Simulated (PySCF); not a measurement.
**Radial density of Cr (chromium, neutral)**

UHF, [Ar] 3d4 4s1 5s1, high-spin 7D determinant (an excited configuration). Computed with PySCF 2.14 in aug-cc-pwCVTZ, with the non-relativistic Hamiltonian (point nucleus).

```csv
r (bohr),4πr²ρ (e/bohr),4πr²(ρα − ρβ)
0.000867,0.08447,0.0000
0.00146,0.2323,0.0001
0.00245,0.6266,0.0002
0.00413,1.636,0.0006
0.00694,4.044,0.0015
0.0117,9.123,0.0033
0.0196,17.66,0.0059
0.0330,26.62,0.0068
0.0556,27.56,-0.0003
0.0935,21.90,-0.0074
0.157,28.05,0.0631
0.264,27.62,0.4593
0.445,10.92,1.7347
0.748,13.31,3.2130
1.26,6.983,2.3471
2.12,1.302,1.0147
3.56,0.3341,0.3328
5.99,0.1138,0.1138
10.1,0.1217,0.1217
16.9,0.003895,0.0039
```

The outer electron is Rydberg-like, and this basis confines it to a smaller radius and binds it less than a complete one would.

Q: Where is the radial spin density 4πr²(ρα − ρβ) most negative, and why is it negative at all?

A: Around r = 0.0935 bohr, down to -0.0074 e/bohr: exchange with the open shell polarises the paired shells in an unrestricted calculation.
